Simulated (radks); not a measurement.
The numbers below are computed, except where a source is named.
The germanium ion Ge+, 31 electrons, occupied as [Ar] 3d9 4s2 4p1 4f1 (not the ground configuration). Level of theory: scalar-relativistic Kohn-Sham, r2SCAN, spin-polarised, spherical densities, finite nucleus; open shells are filled with parallel spins first; meta-GGA in the generalised Kohn-Sham scheme; Fermi nuclear charge, rms radius 4.0742 fm (a radial shooting solver on a logarithmic mesh with Libxc functionals).

Local quantities along the radius. ELF = 1/(1 + alpha^2) is the electron localisation function; alpha = (tau - tau_W)/tau_unif compares the Pauli kinetic energy density with that of the uniform gas (summed over spins); 4 pi r^2 rho is in e/bohr; -r V(r) is the screened charge that the Kohn-Sham potential of spin up presents (atomic units). tau is taken from the large components.

r (bohr)	ELF	alpha	4 pi r^2 rho	-r V(r)
0.0025	1.000	0.01869	1.757	31.72
0.002934	1.000	0.01912	2.333	31.67
0.003415	1.000	0.01969	3.040	31.61
0.004008	1.000	0.02052	3.995	31.53
0.004666	1.000	0.02157	5.147	31.45
0.005432	0.999	0.02292	6.587	31.35
0.006374	0.999	0.02478	8.465	31.23
0.007421	0.999	0.02709	10.64	31.10
0.008708	0.999	0.03028	13.38	30.94
0.01014	0.999	0.03433	16.41	30.76
0.0119	0.998	0.04011	20.03	30.54
0.01385	0.998	0.04771	23.77	30.30
0.01612	0.997	0.05842	27.66	30.02
0.01892	0.994	0.07491	31.66	29.69
0.02203	0.990	0.09856	35.02	29.33
0.02585	0.981	0.1375	37.73	28.91
0.03009	0.963	0.1973	39.16	28.45
0.03531	0.916	0.3020	39.23	27.92
0.04111	0.820	0.4679	37.98	27.33
0.04786	0.652	0.7301	35.83	26.62
0.05616	0.447	1.113	33.39	25.76
0.06538	0.319	1.462	31.90	24.97
0.07673	0.292	1.556	32.20	24.12
0.08932	0.368	1.312	34.66	23.15
0.1048	0.530	0.9412	39.00	22.17
0.122	0.685	0.6780	43.30	21.11
0.1421	0.777	0.5360	45.80	19.95
0.1667	0.800	0.4995	44.74	18.67
0.1941	0.745	0.5851	39.93	17.41
0.2278	0.559	0.8890	32.50	15.94
0.2651	0.320	1.459	26.03	14.49
0.3111	0.221	1.879	22.60	13.15
0.3622	0.311	1.489	23.27	11.76
0.4217	0.534	0.9346	26.17	10.58
0.4948	0.712	0.6357	28.41	9.240
0.5761	0.773	0.5426	27.50	7.974
0.676	0.759	0.5633	23.09	6.815
0.787	0.677	0.6911	17.15	5.869
0.9236	0.501	0.9979	11.14	4.949
1.075	0.302	1.520	6.949	4.235
1.252	0.196	2.027	4.468	3.770
1.469	0.227	1.844	3.161	3.470
1.71	0.410	1.200	2.481	3.226
2.007	0.638	0.7529	1.876	2.961
2.336	0.715	0.6308	1.286	2.758
2.741	0.600	0.8158	0.7306	2.439
3.192	0.219	1.887	0.3585	1.846
3.715	0.018	7.410	0.1587	1.954
4.36	0.003	18.91	0.08454	1.864
5.076	0.004	15.68	0.08156	2.183
5.957	0.010	10.00	0.1070	1.742
6.934	0.017	7.555	0.1329	1.696
8.138	0.023	6.545	0.1394	1.702
9.473	0.024	6.434	0.1228	1.671
11.03	0.018	7.364	0.08612	1.624
12.94	0.009	10.42	0.04361	1.529
15.07	0.003	18.29	0.01611	1.397
17.68	0.001	43.58	0.003732	1.246
20.58	0.000	132.0	0.0006082	1.127

On this mesh the ELF has minima near r = 0.077, 0.31, 1.3 bohr, which separate the shells, and maxima near 0.17 (0.80), 0.58 (0.77), 2.3 (0.72).
